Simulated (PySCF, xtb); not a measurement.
CH₄O₄Si, SMILES O=C(O)[SiH](O)O.

GFN2-xTB run with xtb at its own geometry gives an orbital gap of 3.71 eV and a dipole moment of 1.36 D.

Geometry: PBE0-D3(BJ)/def2-SVP. Other conformers were not sampled.

Q: What does PBE0/def2-TZVP run with PySCF give? (The exact figures need the calculation; the answer reports its results.)

A: gap 7.16 eV (levels -8.13 and -0.97 eV), dipole 1.38 D.
